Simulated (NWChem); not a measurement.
Molecule: diselenium (Se2, triplet); SMILES [Se]=[Se]

Results from NWChem. Spin-unrestricted. All runs use the structure optimised with PBE0/def2-SVP, spin-unrestricted. No stability test was run on the SCF state. Level TPSS/def2-TZVP: single points from the atomic guess with DIIS by default; each run changes one setting, and all converged runs end within 0.3 mHa of each other.

Question: Which setting needs the most SCF iterations, or fails (no level shifting; defaults; no DIIS, 40 % damping; DIIS on 20 Fock matrices; level shift of 0.5 Ha throughout)?

Answer: no DIIS, 40 % damping, with 13 against 7 for the defaults.
```tsv
setting	SCF iterations
defaults	7
no DIIS, 40 % damping	13
level shift of 0.5 Ha throughout	8
DIIS on 20 Fock matrices	7
no level shifting	7
```
